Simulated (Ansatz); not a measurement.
Ideal-gas functions of FH4MoN3, SMILES `[NH]=[Mo](=[NH])([NH2])[F]` at 500 K and 1 bar, from an Ansatz frequency run at PBE0-D4/def2-TZVP.

Molar mass 160.99 g/mol, point group Cs (symmetry number 1), electronic degeneracy 1, moments of inertia 138.125, 157.988, 163.634 u Å². Harmonic wavenumbers (cm⁻¹, unscaled): 200, 235, 241, 243, 286, 332, 410, 471, 561, 606, 664, 710, 719, 740, 1007, 1038, 1543, 3585, 3621, 3624, 3691.

Use S(trans) = R[1.5 ln M + 2.5 ln T − 1.1517]; rotational temperatures θ = 24.2544 K / I; S(rot) = R[ln(√π/σ · √(T³/θAθBθC)) + 1.5]; for each mode x = 1.438777 ν̃/T, S = R[x/(eˣ − 1) − ln(1 − e⁻ˣ)] and H = RT x/(eˣ − 1); 1 cm⁻¹ = 0.0119627 kJ/mol; R = 8.31446 J/(mol·K).

By hand: the entropy, in J/(mol·K).

Translation 183.0. Rotation: θ = 0.1756, 0.1535, 0.1482 K, giving 117.7. Vibration, mode by mode: 13.02, 11.72, 11.52, 11.46, 10.17, 9.00, 7.41, 6.40, 5.18, 4.67, 4.09, 3.68, 3.61, 3.44, 1.88, 1.75, 0.54, 0.00, 0.00, 0.00, 0.00, in all 109.5. Electronic 0.0. Sum 410.2 J/(mol·K).

By hand: H − E and G − E in kJ/mol, counted from the electronic energy.

Zero-point energy ½ × 24527 × 0.0119627 = 146.7; thermal vibration 30.9; translation, rotation and pV give 4 RT = 16.6. H − E = 194.2 kJ/mol, and G − E = 194.2 − 500 × 410.2/1000 = -10.9 kJ/mol.

Vibration gives 27 % of the entropy. The sum counts one conformer and one mirror image; others add a mixing term.
